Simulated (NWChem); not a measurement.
CH₅In; SMILES [CH3][InH2]

All runs: NWChem. The geometry was optimised at PBE0/def2-SVP. No frequency run checked for a minimum. def2 effective core potentials on In; no spin-orbit coupling. Ions are spin-unrestricted doublets at the neutral geometry; other ion states weren't tried.

Problem. Estimate the computed values for PBE/def2-SVP. Quantities: −ε(HOMO) (eV).

Solution. 
```yaml
"−ε(HOMO) (eV)": 6.36
```
